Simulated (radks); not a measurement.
A nucleus of charge 79.9 with 80 electrons, 80 electrons, occupied as [Hg].

All-electron calculation, Dirac Kohn-Sham, PBE, spin-unpolarised, spherical densities, point nucleus. Program: a radial shooting solver on a logarithmic mesh with Libxc functionals.

Energy parts (hartree):
part                       energy
total                 -19600.1944
kinetic                22613.4807
electron-nucleus      -49455.8318
Hartree                 7615.0772
exchange-correlation    -372.9206

Orbitals (lengths in bohr, moments of r in powers of bohr):
| orbital | occ. | eigenvalue (hartree) | <1/r> | <r^2> | small-component weight |
|---|---|---|---|---|---|
| 1s1/2 | 2 | -3043.066 | 97.49 | 0.0003818 | 9.24e-02 |
| 2s1/2 | 2 | -538.6040 | 24.00 | 0.005756 | 2.12e-02 |
| 2p1/2 | 2 | -516.6342 | 23.93 | 0.004068 | 2.13e-02 |
| 2p3/2 | 4 | -445.4650 | 19.38 | 0.005255 | 1.89e-02 |
| 3s1/2 | 2 | -127.7045 | 8.803 | 0.03736 | 7.10e-03 |
| 3p1/2 | 2 | -117.8334 | 8.712 | 0.03404 | 7.04e-03 |
| 3p3/2 | 4 | -102.0747 | 7.525 | 0.04044 | 6.34e-03 |
| 3d3/2 | 4 | -85.77088 | 7.423 | 0.03096 | 6.22e-03 |
| 3d5/2 | 6 | -82.39415 | 7.154 | 0.03270 | 6.03e-03 |
| 4s1/2 | 2 | -28.01751 | 3.728 | 0.1806 | 2.42e-03 |
| 4p1/2 | 2 | -23.79084 | 3.617 | 0.1840 | 2.32e-03 |
| 4p3/2 | 4 | -19.98852 | 3.206 | 0.2162 | 2.05e-03 |
| 4d3/2 | 4 | -13.09179 | 3.004 | 0.2273 | 1.85e-03 |
| 4d5/2 | 6 | -12.38315 | 2.910 | 0.2387 | 1.78e-03 |
| 4f5/2 | 6 | -3.51234 | 2.546 | 0.2792 | 1.41e-03 |
| 4f7/2 | 8 | -3.35971 | 2.509 | 0.2871 | 1.38e-03 |
| 5s1/2 | 2 | -4.26449 | 1.519 | 0.9187 | 6.19e-04 |
| 5p1/2 | 2 | -2.87400 | 1.392 | 1.075 | 5.33e-04 |
| 5p3/2 | 4 | -2.20946 | 1.239 | 1.303 | 4.48e-04 |
| 5d3/2 | 4 | -0.36118 | 0.9041 | 2.587 | 2.47e-04 |
| 5d5/2 | 6 | -0.29505 | 0.8619 | 2.871 | 2.27e-04 |
| 6s1/2 | 2 | -0.21998 | 0.4684 | 8.661 | 6.61e-05 |

The highest occupied level is 6s1/2 at -5.986 eV. Summed over all electrons, <r^2> = 62.67 bohr^2, which gives a Langevin (diamagnetic) susceptibility term of -49.6 x 10^-6 cm^3/mol. The density falls to 0.001 e/bohr^3 at r = 4.35 bohr.
